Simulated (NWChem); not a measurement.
**Spin states of MgO**

SMILES: [O]=[Mg]
```xyz
2

Mg     0.0000     0.0000     0.6990
O      0.0000     0.0000    -1.0486
```
Charge 0, spin multiplicity 1.

Program: NWChem. Structure: optimised with PBE0/def2-SVP, a minimum by its harmonic frequencies.

Basis set: def2-TZVP. The gap is E(triplet) − E(singlet) at the geometry of the singlet, so a negative value puts the higher spin lower. Open shells are unrestricted, coupled cluster uses restricted open-shell references, and the singlet is the closed-shell solution. The triplet is the single determinant that the SCF runs reached, with unpaired electrons in orbitals of symmetry a1 and b1 (C2v labels); it need not be the lowest triplet, which in molecules with degenerate π orbitals can need several determinants.

```
method                        vertical singlet-triplet gap (kcal/mol)  relative cost                                    remark  difference from CCSD(T)
----------------------------  ---------------------------------------  -------------  ----------------------------------------  -----------------------
B3LYP                                                             1.2              1                                         -                     -6.7
HF                                                              -57.3        under 3  far from the rest, perhaps another state                    -65.1
r2SCAN                                                           -0.1        under 3                                         -                     -7.9
PBE                                                              11.1        under 3                                         -                     +3.3
B2PLYP                                                            9.6        under 3                                         -                     +1.8
MP2                                                              18.2        under 3                                         -                    +10.4
CCSD(T)                                                           7.9              6                          large amplitudes                      0.0
LC-wPBE (omega 0.3 per bohr)                                     -2.4              6                                         -                    -10.2
CR-CCSD(T)                                                        5.0              6                          large amplitudes                     -2.8
```

The values span 75.5 kcal/mol, from HF (lowest) to MP2 (highest). The cost column gives rough processor time relative to B3LYP; each entry includes its own SCF.

The correlated methods keep 6 core orbitals frozen. B3LYP has NWChem's definition, with VWN1-RPA local correlation. GW and range-separated runs recompute their integrals, the others keep them in memory, which bears on the times. The structure started from a generated list of species. The stability of the SCF solutions was not checked. Open-shell Hartree-Fock references start from PBE0 orbitals; any time given for them includes that run. Differences from the coupled-cluster row are differences between methods, not errors against experiment.
